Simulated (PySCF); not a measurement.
Geometry:
```json
{"atom": "B1", "x (Å)": "-1.468", "y (Å)": "-0.048", "z (Å)": "1.198"}
{"atom": "N2", "x (Å)": "-1.858", "y (Å)": "-0.034", "z (Å)": "-0.353"}
{"atom": "B3", "x (Å)": "-0.727", "y (Å)": "0.040", "z (Å)": "-1.453"}
{"atom": "N4", "x (Å)": "0.304", "y (Å)": "1.167", "z (Å)": "-0.996"}
{"atom": "B5", "x (Å)": "1.746", "y (Å)": "0.750", "z (Å)": "-0.523"}
{"atom": "N6", "x (Å)": "1.561", "y (Å)": "-0.537", "z (Å)": "0.400"}
{"atom": "H7", "x (Å)": "-2.488", "y (Å)": "-0.038", "z (Å)": "1.873"}
{"atom": "H8", "x (Å)": "-0.827", "y (Å)": "-1.084", "z (Å)": "1.417"}
{"atom": "H9", "x (Å)": "-0.786", "y (Å)": "0.954", "z (Å)": "1.447"}
{"atom": "H10", "x (Å)": "-2.527", "y (Å)": "0.723", "z (Å)": "-0.498"}
{"atom": "H11", "x (Å)": "-2.397", "y (Å)": "-0.879", "z (Å)": "-0.542"}
{"atom": "H12", "x (Å)": "-0.172", "y (Å)": "-1.054", "z (Å)": "-1.515"}
{"atom": "H13", "x (Å)": "-1.213", "y (Å)": "0.348", "z (Å)": "-2.534"}
{"atom": "H14", "x (Å)": "0.419", "y (Å)": "1.836", "z (Å)": "-1.755"}
{"atom": "H15", "x (Å)": "-0.131", "y (Å)": "1.683", "z (Å)": "-0.225"}
{"atom": "H16", "x (Å)": "2.434", "y (Å)": "0.437", "z (Å)": "-1.480"}
{"atom": "H17", "x (Å)": "2.241", "y (Å)": "1.632", "z (Å)": "0.164"}
{"atom": "H18", "x (Å)": "1.354", "y (Å)": "-1.356", "z (Å)": "-0.176"}
{"atom": "H19", "x (Å)": "0.745", "y (Å)": "-0.447", "z (Å)": "1.036"}
{"atom": "H20", "x (Å)": "2.401", "y (Å)": "-0.720", "z (Å)": "0.948"}
```

Geometry: PBE0-D3(BJ)/def2-SVP; GIAO absolute shieldings from PySCF, gas phase, non-relativistic, averaged over equivalent atoms.

At PBE/pcSseg-1 (172 basis functions, 32 s wall time on 1 thread of an Arm Neoverse V1, shared host):
```csv
atoms,σ (ppm)
B3,112.8
B5,113.5
B1,124.7
N6,209.5
N2,220.7
N4,221.5
H18/H19/H20,26.78
H16/H17,28.61
H14/H15,28.66
H12/H13,28.71
H7/H8/H9,29.33
H10/H11,29.57
```

Question: What do these become at PBE0/pcSseg-1?

Answer: 
```csv
atoms,σ at PBE0/pcSseg-1,change
B3,117.4,+4.6
B5,117.9,+4.4
B1,128.4,+3.7
N6,215.7,+6.2
N2,228.7,+8.0
N4,229.2,+7.7
H18/H19/H20,26.81,+0.03
H16/H17,28.73,+0.12
H14/H15,28.84,+0.18
H12/H13,28.88,+0.17
H7/H8/H9,29.48,+0.15
H10/H11,29.75,+0.18
```

The largest change is at N2 (donor nitrogen of a Lewis adduct). Cost: 172 basis functions, 22 s wall time on 1 thread of an Arm Neoverse V1, shared host.
